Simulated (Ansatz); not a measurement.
Nb(S)(OH)(NH2)2 (H₅N₂NbOS), SMILES [NH2][Nb]([NH2])([OH])=[S], multiplicity 1.

Coordinates come from a B3LYP-D3(BJ)/def2-SVP optimisation. The multiplicity is an assumed one; no other spin state was optimised. The structure was generated by enumeration; whether it is a known compound was not checked. The def2 effective core potentials stand for the cores of Nb; spin–orbit coupling is left out. The values are those of a single conformer.

Two levels are set side by side: PBE/def2-SVPD (Ansatz, an electronic-structure program) and CAM-B3LYP/def2-SVPD (Ansatz). Energy differences of separate SCF runs at the same geometry; the states with an electron removed or added have multiplicity 2 and 2. Differences are taken from unrounded values.

```json
[
 {"quantity": "vertical ionisation energy (eV)", "PBE": "8.85"},
 {"quantity": "vertical singlet–triplet gap (eV)", "PBE": "3.64"}
]
```

### Question
These are the PBE values. What does CAM-B3LYP give? (An estimate is asked for; the answer gives what the named calculation found.)

### Answer

| quantity | CAM-B3LYP | PBE minus CAM-B3LYP |
|---|---|---|
| vertical ionisation energy (eV) | 9.41 | -0.55 |
| vertical singlet–triplet gap (eV) | 3.36 | 0.28 |
